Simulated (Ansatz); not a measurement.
`[Br][In]([Br])[Br]` + H₂ → `[Br][InH][Br]` + HBr at 298.15 K and 1 bar (hydrogenolysis of the In–Br bond).

Isolated molecules relaxed with PBE0-D4/def2-TZVP in Ansatz; ΔE leaves out vibrations. CCSD(T)/CBS is the MP2 limit (def2-TZVPP, def2-QZVPP) plus CCSD(T) − MP2 in def2-TZVPP, frozen cores. This one scheme is used for every species. def2 core potentials past Kr. For Br, In outer-core shells are correlated without core-valence functions, which leaves a few kJ/mol of doubt a bond. Scalar relativity is left out up to krypton.

| species | CCSD(T)/CBS energy (Eh) | H − E (kJ/mol) | S (J/(mol·K)) |
| --- | --- | --- | --- |
| `[Br][In]([Br])[Br]` | -7909.93741 | 25.8 | 375.0 |
| H₂ | -1.17544 | 35.1 | 130.4 |
| `[Br][InH][Br]` | -5337.15310 | 35.8 | 336.1 |
| HBr | -2573.91920 | 24.6 | 198.6 |

H − E and S are ideal-gas, rigid-rotor, harmonic terms from PBE0-D4/def2-TZVP. The MP2-based limit puts H₂ 0.8 mEh under its directly extrapolated value; such offsets cancel only in part. 1 Eh = 2625.50 kJ/mol, R = 8.31446 J/(mol·K).

Problem. By hand: ΔE, ΔH, ΔS and ΔG.

Solution. ΔE = (-5337.15310) + (-2573.91920) − (-7909.93741) − (-1.17544) = 0.04055 Eh = 106.5 kJ/mol. Δ(H − E) = 35.8 + 24.6 − 25.8 − 35.1 = -0.5, so ΔH = 106.0 kJ/mol. ΔS = 336.1 + 198.6 − 375.0 − 130.4 = 29.3 J/(mol·K). ΔG = 106.0 − 298.15 × (29.3)/1000 = 97.3 kJ/mol.

Problem. By hand: the equilibrium constant, and the temperature at which ΔG would vanish if ΔH and ΔS stayed fixed.

Solution. log₁₀ K = −ΔG/(RT ln 10) = -17.0. ΔG = 0 at ΔH/ΔS = 3618 K, far beyond where these terms or the molecules hold.

ΔH outweighs TΔS. A doubt of 5 kJ/mol in ΔE shifts log₁₀ K by 0.9 here. These are equilibria of isolated gas molecules and say nothing of rates. Largest T1 diagnostic: 0.010 (customary marks: 0.02 for closed shells, 0.045 for open ones).
